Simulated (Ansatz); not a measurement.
Correlation energies of ClGeH₃O₃, SMILES `[OH][Ge]([OH])([OH])[Cl]` by basis set

```xyz
8

O     0.648   -0.798   -1.390
Ge   -0.201   -0.052   -0.055
O     0.012   -1.205    1.242
O     0.418    1.545    0.343
Cl   -2.253    0.295   -0.499
H     0.508   -0.336   -2.221
H    -0.488   -0.971    2.029
H     1.357    1.521    0.552
```

Total charge 0; spin multiplicity 1. Correlated methods include outer-core shells of Ge, which these sets cover unevenly. Scalar relativity is left out up to krypton. Geometry: relaxed with PBE0-D4/def2-TZVP. It is one conformer, not always the lowest. Frozen core, restricted reference, Ansatz 0.2.0.

```csv
basis,HF (Eh),MP2 corr.,CCSD corr.,(T),CCSD(T) total
def2-SVP,-2760.73933,-0.92021,-0.93507,-0.02169,-2761.69609
def2-TZVPP,-2761.46500,-1.15911,-1.17204,-0.04454,-2762.68158
def2-QZVPP,-2761.53091,-1.50100,–,–,–
```
